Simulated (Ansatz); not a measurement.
`[SiH3][Al]([Cl])[Cl]`. The species carries charge 0 and has multiplicity 1.

```xyz
7

Si    0.916   -0.428   -0.517
Al   -1.059    0.479    0.576
Cl   -0.880    1.877    2.121
Cl   -2.996   -0.092    0.034
H     0.543   -1.395   -1.582
H     1.708    0.678   -1.120
H     1.768   -1.119    0.489
```

(1) List the harmonic frequencies (cm⁻¹, unscaled) at PBE0-D4/def2-TZVP in Ansatz. (Estimate.)

## Answers

(1) Computed: 14i, 90, 140, 155, 321, 453, 464, 538, 594, 852, 932, 935, 2213, 2224, 2234.
